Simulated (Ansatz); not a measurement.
Input (CCSDT(Q)/cc-pV(D+d)Z; Ansatz, a quantum-chemistry and plane-wave program): A basis named .json is the Basis Set Exchange file of that set.

Ansatz 0.2 input:
```yaml
crystal:
  periodic: [false, false, false]
  atoms:
    - {symbol: Si, position_ang: [-0.96313197, -0.37308020, 0.08047610]}
    - {symbol: S, position_ang: [1.00617065, 0.47016593, -0.09927032]}
    - {symbol: H, position_ang: [-1.18142416, -0.96491194, 1.41925648]}
    - {symbol: H, position_ang: [-1.88151611, 0.76588590, -0.12528324]}
    - {symbol: H, position_ang: [-1.20588957, -1.41181793, -0.94536106]}
    - {symbol: H, position_ang: [1.65394706, -0.68868813, 0.11304761]}
basis:
  gaussian:
    orbitals: cc-pV_D+d_Z.json
magnetization: {spin_polarized: false}
correlation: {method: ccsdt_q, electrons: outside_noble_gas}
```

Output:

```
Functional definition: HF
integrals: 0.06 GiB planned
1280 factors; integrals over basis functions are off by at most 1.8e-7 eV
mean field: 0.22 GiB planned
mean field evaluation 1: about -18742.8620 eV, gradient 1.4e1 eV
mean field evaluation 2: about -18742.8820 eV, gradient 1.4e1 eV
mean field evaluation 4: about -18743.7868 eV, gradient 1.6e0 eV
mean field evaluation 8: about -18743.8000 eV, gradient 3.8e-4 eV
mean field evaluation 16: about -18743.7993 eV, gradient 3.2e-1 eV
mean field -18743.79995952 eV, -688.8219435084 hartree, gradient 4.4e-6 eV, S^2 0.000000; 0 other end points of the search recorded, 0 dependent functions left out
10 core orbitals not correlated
reference -18743.79995952 eV, -688.8219435084 hartree; 7, 7 occupied and 49, 49 virtual orbitals, 1280 factors
second order -6.60516577 eV of doubles, -0.00000000 eV of singles
coupled cluster: 0.71 GiB planned
cycle   1  -7.44214318 eV  change   -8.4e-1 eV  update   7.6e-2
cycle   2  -7.90233016 eV  change   -4.6e-1 eV  update   3.0e-2
cycle   3  -7.96696749 eV  change   -6.5e-2 eV  update   1.2e-2
cycle   4  -7.96244747 eV  change    4.5e-3 eV  update   3.7e-3
cycle   5  -7.96358148 eV  change   -1.1e-3 eV  update   1.5e-3
cycle   6  -7.96324614 eV  change    3.4e-4 eV  update   4.1e-4
cycle   7  -7.96303658 eV  change    2.1e-4 eV  update   1.5e-4
cycle   8  -7.96307715 eV  change   -4.1e-5 eV  update   5.2e-5
cycle   9  -7.96310750 eV  change   -3.0e-5 eV  update   1.8e-5
cycle  10  -7.96309853 eV  change    9.0e-6 eV  update   6.4e-6
cycle  11  -7.96309472 eV  change    3.8e-6 eV  update   2.4e-6
cycle  12  -7.96309560 eV  change   -8.8e-7 eV  update   7.4e-7
cycle  13  -7.96309614 eV  change   -5.3e-7 eV  update   2.9e-7
perturbative correction -0.01222829 eV, -0.0004493813 hartree
Total energy: -18751.77528395 eV, -689.1150312752 hartree
```
